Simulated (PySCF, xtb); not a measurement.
CH6CdSi, SMILES [CH3][Cd][SiH3].

GFN2-xTB in xtb at its own geometry gives an orbital gap of 3.67 eV and a dipole moment of 0.51 D.

The structure is a stationary point at B3LYP-D3(BJ)/def2-SVP. The structure was generated by enumeration; whether it is a known compound was not checked. The def2 effective core potentials stand for the cores of Cd; spin–orbit coupling is left out.

Problem. What does r2SCAN/def2-TZVPD (PySCF) give? (The exact figures need the calculation; the answer reports its results.)

Solution. gap 4.71 eV (levels -5.97 and -1.26 eV), dipole 0.84 D.
